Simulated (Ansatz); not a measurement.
Results of the Gaussian-basis code of Ansatz.

A structure relaxed at PBE0-D4/def2-TZVP, charge 0, multiplicity 1:

```json
{"atom": "B1", "x (Å)": "-0.473", "y (Å)": "1.307", "z (Å)": "-1.081"}
{"atom": "N2", "x (Å)": "-0.369", "y (Å)": "0.397", "z (Å)": "-0.031"}
{"atom": "C3", "x (Å)": "-1.558", "y (Å)": "-0.300", "z (Å)": "0.470"}
{"atom": "C4", "x (Å)": "-1.822", "y (Å)": "-1.598", "z (Å)": "-0.268"}
{"atom": "Si5", "x (Å)": "1.131", "y (Å)": "0.014", "z (Å)": "0.798"}
{"atom": "C6", "x (Å)": "2.613", "y (Å)": "0.813", "z (Å)": "0.014"}
{"atom": "H7", "x (Å)": "0.506", "y (Å)": "1.853", "z (Å)": "-1.501"}
{"atom": "H8", "x (Å)": "-1.553", "y (Å)": "1.535", "z (Å)": "-1.553"}
{"atom": "H9", "x (Å)": "-1.436", "y (Å)": "-0.499", "z (Å)": "1.542"}
{"atom": "H10", "x (Å)": "-2.418", "y (Å)": "0.367", "z (Å)": "0.373"}
{"atom": "H11", "x (Å)": "-2.002", "y (Å)": "-1.401", "z (Å)": "-1.327"}
{"atom": "H12", "x (Å)": "-2.700", "y (Å)": "-2.103", "z (Å)": "0.141"}
{"atom": "H13", "x (Å)": "-0.970", "y (Å)": "-2.277", "z (Å)": "-0.188"}
{"atom": "H14", "x (Å)": "0.986", "y (Å)": "0.445", "z (Å)": "2.218"}
{"atom": "H15", "x (Å)": "1.286", "y (Å)": "-1.468", "z (Å)": "0.815"}
{"atom": "H16", "x (Å)": "2.732", "y (Å)": "0.498", "z (Å)": "-1.025"}
{"atom": "H17", "x (Å)": "3.509", "y (Å)": "0.518", "z (Å)": "0.567"}
{"atom": "H18", "x (Å)": "2.540", "y (Å)": "1.901", "z (Å)": "0.035"}
```

(1) Give its formula and SMILES.

(2) Point group (tolerance 0.08 Å, 0.16 Å for H)?

(3) Summarise the bond lengths by kind.

## Answers

(1) C3H12BNSi, `BN(CC)[SiH2]C`.

(2) C1.

(3) 1 × B–N 1.394 Å; 2 × B–H 1.197 to 1.201 Å; 1 × C–N 1.467 Å; 1 × N–Si 1.755 Å; 1 × C–C 1.516 Å; 8 × C–H 1.091 to 1.097 Å; 1 × C–Si 1.857 Å; 2 × H–Si 1.491 Å.
